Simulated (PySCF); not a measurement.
CH3BBrCl (SMILES CB(Cl)Br), singlet, geometry from GFN2-xTB; DF-CAMB3LYP/def2-TZVPD (PySCF).

Input for PySCF:
```python
from pyscf import gto, scf, dft

mol = gto.M(
    atom='''
B     0.13665215   -0.53736497    0.42774390
Cl   -1.36047693   -1.36999339    0.51807835
Br    0.24754370    1.01586347   -0.63916975
C     1.41721561   -1.02831261    1.20568347
H     1.78343790   -0.25435813    1.88233237
H     2.24076524   -1.22478535    0.51710341
H     1.25332076   -1.92948983    1.79135322
''',
    basis='def2-tzvpd',
    verbose=4,
    max_memory=1800,
)

mf = dft.RKS(mol)
mf.xc = 'camb3lyp'
mf = mf.density_fit(auxbasis='def2-universal-jkfit')
mf.kernel()
```

The log (banner, timings and long lists left out):

```
PySCF version 2.14.0

[INPUT] verbose = 4
[INPUT] num. atoms = 7
[INPUT] num. electrons = 66
[INPUT] charge = 0
[INPUT] spin (= nelec alpha-beta = 2S) = 0
[INPUT] symmetry False subgroup None
[INPUT] Mole.unit = angstrom
[INPUT] Symbol           X                Y                Z      unit          X                Y                Z       unit  Magmom
[INPUT]  1 B      0.136652150000  -0.537364970000   0.427743900000 AA    0.258235137833  -1.015472622235   0.808318822453 Bohr   0.0
[INPUT]  2 Cl    -1.360476930000  -1.369993390000   0.518078350000 AA   -2.570928796489  -2.588912299564   0.979026192567 Bohr   0.0
[INPUT]  3 Br     0.247543700000   1.015863470000  -0.639169750000 AA    0.467789796861   1.919703738250  -1.207855774607 Bohr   0.0
[INPUT]  4 C      1.417215610000  -1.028312610000   1.205683470000 AA    2.678149362358  -1.943229203337   2.278411551215 Bohr   0.0
[INPUT]  5 H      1.783437900000  -0.254358130000   1.882332370000 AA    3.370209191169  -0.480667203257   3.557092654703 Bohr   0.0
[INPUT]  6 H      2.240765240000  -1.224785350000   0.517103410000 AA    4.234432613045  -2.314508872880   0.977183822979 Bohr   0.0
[INPUT]  7 H      1.253320760000  -1.929489830000   1.791353220000 AA    2.368432982632  -3.646207338834   3.385166978158 Bohr   0.0

nuclear repulsion = 280.210497857346
number of shells = 76
number of NR pGTOs = 321
number of NR cGTOs = 204
basis = def2-tzvpd
ecp = {}

******** <class 'pyscf.df.df_jk.DFRKS'> ********
method = DFRKS
initial guess = minao
damping factor = 0
level_shift factor = 0
DIIS = <class 'pyscf.scf.diis.CDIIS'>
diis_start_cycle = 1
diis_space = 8
diis_damp = 0
SCF conv_tol = 1e-09
SCF conv_tol_grad = None
SCF max_cycles = 50
direct_scf = False
XC library pyscf.dft.libxc version 7.1.2
    S. Lehtola, C. Steigemann, M. J. T. Oliveira, and M. A. L. Marques,  SoftwareX 7, 1–5 (2018)
XC functionals = camb3lyp
    T. Yanai, D. P. Tew, and N. C. Handy,  Chem. Phys. Lett. 393, 51 (2004)
radial grids:
    Treutler-Ahlrichs [JCP 102, 346 (1995); DOI:10.1063/1.469408] (M4) radial grids

becke partition: Becke, JCP 88, 2547 (1988); DOI:10.1063/1.454033
pruning grids: <function nwchem_prune>
grids dens level: 3
symmetrized grids: False
atomic radii adjust function: <function treutler_atomic_radii_adjust>
small_rho_cutoff = 0
Set gradient conv threshold to 3.16228e-05
Initial guess from minao.
tot grids = 96896
******** <class 'pyscf.df.df.DF'> ********
auxbasis = def2-universal-jkfit
Create RSH-DF object <pyscf.df.df.DF object> for omega=0.33
******** <class 'pyscf.df.df.DF'> ********
auxbasis = auxmol.basis = def2-universal-jkfit
init E= -3098.69082966643
  HOMO = -0.351515416973381  LUMO = -0.0514358558887764  gap/eV = 8.16558
cycle= 1 E= -3099.29970524694  delta_E= -0.609  |g|= 0.429  |ddm|=  2.2
  HOMO = -0.354316503271174  LUMO = -0.039466827593472  gap/eV = 8.56750
cycle= 2 E= -3099.31069487475  delta_E= -0.011  |g|= 0.357  |ddm|= 0.701
  HOMO = -0.352538045164227  LUMO = -0.00418049910369349  gap/eV = 9.47929
cycle= 3 E= -3099.33683967175  delta_E= -0.0261  |g|= 0.0536  |ddm|= 0.277
  HOMO = -0.358138280174282  LUMO = -0.0123382058434954  gap/eV = 9.40970
cycle= 4 E= -3099.33743984364  delta_E= -0.0006  |g|= 0.0181  |ddm|= 0.052
  HOMO = -0.358900849560373  LUMO = -0.00983945434671275  gap/eV = 9.49844
cycle= 5 E= -3099.33751822695  delta_E= -7.84e-05  |g|= 0.00497  |ddm|= 0.0198
  HOMO = -0.358211947755215  LUMO = -0.0100216821750914  gap/eV = 9.47474
cycle= 6 E= -3099.33752542505  delta_E= -7.2e-06  |g|= 0.000823  |ddm|= 0.00537
  HOMO = -0.358339248318167  LUMO = -0.0100434870175204  gap/eV = 9.47761
cycle= 7 E= -3099.33752565456  delta_E= -2.3e-07  |g|= 0.000179  |ddm|= 0.00113
  HOMO = -0.358334007197826  LUMO = -0.0100405874880995  gap/eV = 9.47755
cycle= 8 E= -3099.33752566671  delta_E= -1.22e-08  |g|= 4.34e-05  |ddm|= 0.000296
  HOMO = -0.358333012675153  LUMO = -0.0100391986252927  gap/eV = 9.47756
cycle= 9 E= -3099.33752566747  delta_E= -7.56e-10  |g|= 1.07e-05  |ddm|= 7.83e-05
  HOMO = -0.358334701116679  LUMO = -0.0100379046472826  gap/eV = 9.47764
Extra cycle  E= -3099.3375256675  delta_E= -3.37e-11  |g|= 8.18e-06  |ddm|= 2.25e-05
converged SCF energy = -3099.3375256675
```
